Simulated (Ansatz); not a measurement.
System: sum formula AlH2F, charge 0, multiplicity 1. SMILES: [F][AlH2]
Coordinates optimised at B3LYP-D3(BJ)/def2-TZVP (Ansatz, a quantum-chemistry and plane-wave program):
```xyz
4

F      1.0774    -0.1894    -0.0104
Al    -0.5530     0.0972     0.0053
H     -1.4963    -1.1576     0.0018
H     -1.0116     1.5985     0.0224
```

Property: atomisation energy (electronic, to ground-state atoms), in eV. Valence correlation only, unless marked. UHF or UKS for open shells. No spin-orbit coupling. Non-relativistic. The coupled-cluster limit lacks core correlation, which all-electron functionals hold. CBS(X,Y): correlation extrapolated as X^-3; Hartree-Fock from the larger set (for Q and 5 zeta extrapolated as (X+1)exp(-9√X)). [CCSD(T)-MP2]/basis is that difference in the basis named.

```csv
level,program,atomisation energy (eV),minus last row
B3LYP/def2-TZVPD,Ansatz,12.24,-0.26
PBE0/def2-TZVP,Ansatz,11.96,-0.54
CAM-B3LYP-D3(BJ)/def2-TZVPD,Ansatz + dftd3,12.43,-0.07
LC-wPBE-D3(BJ)/def2-TZVPD,Ansatz + dftd3,12.31,-0.19
LC-wPBE/def2-TZVPD,Ansatz,12.28,-0.22
B2GP-PLYP-D3(BJ)/def2-TZVPD,Ansatz + dftd3,12.26,-0.24
B2GP-PLYP/def2-TZVPD,Ansatz,12.23,-0.27
MP2/STO-3G,Ansatz,13.18,0.68
MP2/def2-QZVPP,Ansatz,12.61,0.11
RI-MP2/cc-pV(Q+d)Z,Ansatz,12.62,0.12
RI-MP2/def2-TZVPPD,Ansatz,12.42,-0.08
"RI-MP2/CBS(def2-TZVPPD,def2-QZVPPD)",Ansatz,12.72,0.22
CCSD(T)/def2-QZVPP,Ansatz,12.38,-0.12
"RI-MP2/CBS(cc-pV(T+d)Z,cc-pV(Q+d)Z)+[CCSD(T)-MP2]/cc-pV(T+d)Z",Ansatz,12.52,0.02
"CCSD(T)/CBS(cc-pV(Q+d)Z,cc-pV(5+d)Z)",Ansatz,12.50,0.00
```
